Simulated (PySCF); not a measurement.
C2H3N. Atoms are numbered in the order given.

```xyz
6

C      0.0000     0.0000    -1.1739
C      0.0000     0.0000     0.2805
N      0.0000     0.0000     1.4298
H      0.8864     0.5118    -1.5495
H      0.0000    -1.0235    -1.5495
H     -0.8864     0.5118    -1.5495
```
Charge 0, spin multiplicity 1.

Geometry: B3LYP-D3(BJ)/def2-TZVP.

Vertical ionisation energy (IE) and electron affinity (EA) in eV. Rows of orbital energies are one-electron estimates. Where ΔSCF, EOM or ADC give a negative EA the extra electron is unbound and the value depends on the basis.

```json
[
 {"level": "−ε(HOMO), −ε(LUMO), CAM-B3LYP/def2-TZVPD (PySCF)", "IE": "?", "EA": "?"},
 {"level": "ADC(2)/aug-cc-pVDZ (PySCF)", "IE": "11.95", "EA": "-0.47"}
]
```

**Question.** What belongs in the gaps? (Estimate from the structure and the level; the computed values follow.)

**Answer.** 
- −ε(HOMO), −ε(LUMO), CAM-B3LYP/def2-TZVPD (PySCF), IE: 10.94
- −ε(HOMO), −ε(LUMO), CAM-B3LYP/def2-TZVPD (PySCF), EA: -0.52

**Question.** Give the lowest 1s main lines (those of the lightest heavy element) from CVS-ADC(2)-x/aug-cc-pVDZ (PySCF, non-relativistic), with pole strengths. (An estimate is asked for; the answer gives what the named calculation found.)

**Answer.** 293.8 eV (1.54), 294.0 eV (1.52).

**Question.** Beyond the first one, list the lowest photoelectron lines from ADC(2)/aug-cc-pVDZ in PySCF with their pole strengths (two spins summed). (The exact figures need the calculation; the answer reports its results.)

**Answer.** 12.19 eV (1.78), 12.19 eV (1.78), 15.89 eV (1.80), 15.89 eV (1.80), 16.86 eV (1.75).
